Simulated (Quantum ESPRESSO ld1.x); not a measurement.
Values are calculated unless marked as measured or tabulated.
Valence configurations of Ti III (all share [Ar]). Code: ld1.x of Quantum ESPRESSO 7.5. Model: scalar-relativistic Kohn-Sham, LDA (Slater exchange, Perdew-Zunger correlation), spin-polarised, spherical densities, point nucleus; open shells are filled with parallel spins first. Energies are relative to 3d2; eigenvalues in eV for spin up.

| valence | E (eV) | moment (Bohr magnetons) | e(3d) | e(4p) | e(4s) |
|---|---|---|---|---|---|
| 3d2 | 0.000 | 2 | -20.566 | - | - |
| 3d1 4s1 | 4.437 | 2 | -25.591 | - | -19.805 |
| 3d1.5 4p0.5 | 4.289 | 2 | -23.506 | -14.177 | - |
| 3d1.5 4s0.5 | 1.903 | 2 | -23.018 | - | -18.633 |
| 3d0.5 4s0.5 4p1 | 12.901 | 2 | -29.258 | -16.254 | -21.436 |
| 4s2 | 12.777 | 0 | - | - | -21.320 |
| 4s1 4p1 | 17.253 | 2 | - | -17.094 | -22.492 |
| 3d1 4p1 | 9.402 | 2 | -26.551 | -15.386 | - |
| 3d0.5 4s1.5 | 8.297 | 1 | -28.240 | - | -20.575 |

NIST lists [Ar] 3d2 as the ground configuration; this level of theory agrees among the configurations tried. The energies are those of spherical high-spin densities, not of single terms.
